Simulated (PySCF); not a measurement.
C3H4FNSe2.
SMILES: `C[Se][Se][C@@H](F)C#N`

Computed with TDDFT PBE0/def2-SVPD, vertical, gas phase, core orbitals frozen in the response (PySCF). The structure is a single GFN2-xTB conformer in the gas phase; no vibrational or solvent corrections. The PBE0/def2-SVPD calculation is non-relativistic and has no spin–orbit coupling, an omission that weighs most on selenium. Torsions of this conformer, `[CH3:1][Se:2][Se:3][C@@H:4]([F:5])[C:6]#[N:7]`: C1–Se2–Se3–C4 -93°, Se2–Se3–C4–F5 -64°.

Task: What does the calculation give for the low-lying excited states?

Result: 

```json
{"state": "S1", "E (eV)": "4.06", "E (hartree)": "0.1491", "f": "0.0057", "main configurations (H = HOMO, L = LUMO)": "H→L (94%)"}
{"state": "S2", "E (eV)": "4.38", "E (hartree)": "0.1609", "f": "0.0043", "main configurations (H = HOMO, L = LUMO)": "H-1→L (86%), H-1→L+1 (11%)"}
{"state": "S3", "E (eV)": "4.65", "E (hartree)": "0.1708", "f": "0.0029", "main configurations (H = HOMO, L = LUMO)": "H-1→L+1 (88%), H-1→L (10%)"}
{"state": "S4", "E (eV)": "4.76", "E (hartree)": "0.1750", "f": "0.045", "main configurations (H = HOMO, L = LUMO)": "H→L+1 (88%)"}
{"state": "S5", "E (eV)": "5.43", "E (hartree)": "0.1994", "f": "0.0054", "main configurations (H = HOMO, L = LUMO)": "H→L+2 (92%)"}
{"state": "S6", "E (eV)": "5.71", "E (hartree)": "0.2098", "f": "0.026", "main configurations (H = HOMO, L = LUMO)": "H-1→L+2 (95%)"}
```

Triplets (Tamm–Dancoff): T1 3.45 eV, H→L (95%); T2 3.76 eV, H-1→L (96%).

The lowest singlet comes at 306 nm (391 kJ/mol) in the ultraviolet; it is weak; its leading configuration is HOMO→LUMO (94%). The strongest level in the table is S4 at 4.76 eV (260 nm, f = 0.045). Löwdin shares by element: HOMO selenium 77%, carbon 15% or more; LUMO selenium 80%, carbon 7% or more. Weighted by f, the mean energy of these states is 5.01 eV. The listed states span 1.65 eV, and the widest gap between neighbours is 0.66 eV (S4 to S5). Orbital energies (eV): HOMO-3 -9.70, HOMO-2 -9.34, HOMO-1 -7.43, HOMO -7.13, LUMO -1.65, LUMO+1 -1.35, LUMO+2 -0.58. Only the lowest 6 singlets were computed, as vertical energies without vibronic structure.
